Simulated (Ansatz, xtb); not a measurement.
# C4H6O2Se: which of two isomers lies lower

Structure X: `C=C([Se]C)C(=O)O`, a singlet. Structure Y: `C=C[C@H]([SeH])C(=O)O`, a singlet. Both are isolated molecules in the gas phase, relaxed with PBE0-D3(BJ)/def2-SVP, each in the lowest conformer that the search found.

Which of the two would you expect CCSD(T)/def2-SVP + ΔMP2/def2-TZVPP electronic energies to favour?

Not settled: CCSD(T)/def2-SVP + ΔMP2/def2-TZVPP gives E(Y) − E(X) = +8.7 kJ/mol, but this leans on the basis-set step: CCSD(T) alone gives −3.7 kJ/mol.

Level by level:

| level | geometry | E(Y) − E(X) (kJ/mol) | departure from the last row (kJ/mol) | job, with rough time for the two |
| --- | --- | --- | --- | --- |
| GFN2-xTB | GFN2-xTB | −3.8 | −12.5 | optimisation, 0.33 s |
| HF/STO-3G | GFN2-xTB | +48.6 | +39.9 | single point, 0.4 s |
| r2SCAN-D4/def2-SVP | GFN2-xTB | +11.3 | +2.6 | single point, 3.5 s |
| PBE0-D3(BJ)/def2-SVP | PBE0-D3(BJ)/def2-SVP | +7.3 | −1.4 | optimisation, 51 s |
| HF/def2-SVP | PBE0-D3(BJ)/def2-SVP | +0.5 | −8.2 | part of the CCSD(T) run |
| MP2/def2-SVP | PBE0-D3(BJ)/def2-SVP | −1.5 | −10.2 | part of the CCSD(T) run |
| CCSD(T)/def2-SVP | PBE0-D3(BJ)/def2-SVP | −3.7 | −12.4 | single point |
| CCSD(T)/def2-SVP + ΔMP2/def2-TZVPP | PBE0-D3(BJ)/def2-SVP | +8.7 |  | single point, 83 s |

As drawn, Y has 1 C–C, 1 Se–H in place of 1 C–Se, 1 C–H.

GFN2-xTB, CCSD(T)/def2-SVP put the two in the other order. HF/def2-SVP, MP2/def2-SVP find them nearly level. The largest departure from CCSD(T)/def2-SVP + ΔMP2/def2-TZVPP is that of HF/STO-3G, 39.9 kJ/mol. The last row adds to CCSD(T) the change of the MP2 difference between the two basis sets, here +12.4 kJ/mol.

With thermal terms from frequencies at re-optimised GFN2-xTB minima (ideal gas, soft modes damped towards free rotors, one conformer each, 298.15 K, 1 atm): on the last row, ΔE + ΔZPE = +3.1, ΔH = +2.5, ΔG = +3.5 kJ/mol.

The correlated steps freeze 15 core orbitals; the filled d shell of Se is correlated, in a basis made for valence electrons. Mirror images aren't counted in ΔG. Run with Ansatz 0.2.0, xtb 6.7.1; the last row on 4 threads of Arm Neoverse V2 on a shared host.
